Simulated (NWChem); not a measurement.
Molecule: PbClF, singlet; SMILES [F][Pb][Cl]

Program: NWChem. Low-valent species are run as closed-shell singlets; no triplet was tried in these runs. The geometry was optimised at PBE0/def2-SVP. def2 effective core potentials on Pb; no spin-orbit coupling. Vertical excitations in the gas phase; the lowest state need not have the same character in each row.

| level | lowest excitation, singlet (eV) | oscillator strength of that lowest state | orbital gap (eV) |
|---|---|---|---|
| PBE/def2-SVP, full TDDFT | 3.46 | 0.002 | 3.37 |
| B3LYP/def2-SVP, full TDDFT | 3.79 | 0.006 | 4.79 |
| BHandHLYP/def2-SVP, full TDDFT | 4.36 | 0.028 | 7.04 |
